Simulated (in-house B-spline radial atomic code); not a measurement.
Configurations of Ba+, with energies counted from [Xe] 6s1. Computed with a radial B-spline atomic code at the basis-set limit: scalar-relativistic (X2C) Hartree-Fock, spin-polarised, averaged over the determinants with the given up and down occupations, Fermi nucleus of rms radius 4.8378 fm. Shells without spins written out take the highest spin.

Occupations are held fixed; configurations that lie above the ionisation limit could autoionise.

```
                                                                configuration  E - E(ref) (eV)  highest orbital  its <r> (bohr)
                                                    [Kr] 4d10 4f1 5s2 5p5 6s1           22.984            4f up            1.75
                                                    [Kr] 4d10 5s2 5p5 6s1 6f1           26.599            6f up            16.3
                                                    [Kr] 4d10 5s1 5p6 6s1 7p1           43.494            7p up           10.05
             [Kr] 4d10 5s(1 up, 0 down) 5p6 5f(0 up, 1 down) 6s(1 up, 0 down)           44.352          5f down           9.301
                                       [Ar] 3d10 4s2 4p5 4d10 5s2 5p6 5d1 6s1           197.44            6s up           4.252
                                       [Ar] 3d10 4s2 4p5 4d10 5s2 5p6 6s1 6d1           204.64            6d up           7.724
[Ar] 3d10 4s2 4p(2 up, 3 down) 4d10 5s2 5p6 6s(1 up, 0 down) 6d(1 up, 0 down)            204.7            6d up           7.752
```

(1) Order these further configurations by energy, lowest first.
A. [Xe] 7s(0 up, 1 down)
B. [Ar] 3d10 4s2 4p5 4d10 5s2 5p6 6s1 7f1
C. [Kr] 4d10 5s2 5p5 5f1 6s1
D. [Ar] 3d10 4s2 4p5 4d10 5s2 5p6 6s1 6f1
E. [Xe] 6f1

(2) How far above the reference does [Kr] 4d10 5s(0 up, 1 down) 5p6 6s(1 up, 0 down) 6d(1 up, 0 down) lie?

(3) How far above the reference does [Kr] 4d10 4f1 5s1 5p6 6s1 lie?

## Answers

(1) A (4.7984 eV), E (7.7732 eV), C (25.533 eV), D (206.98 eV), B (207.65 eV).

(2) 43.402 eV; its least bound orbital is 6d up with <r> = 7.917 bohr.

(3) 40.778 eV; its least bound orbital is 4f up with <r> = 1.553 bohr.
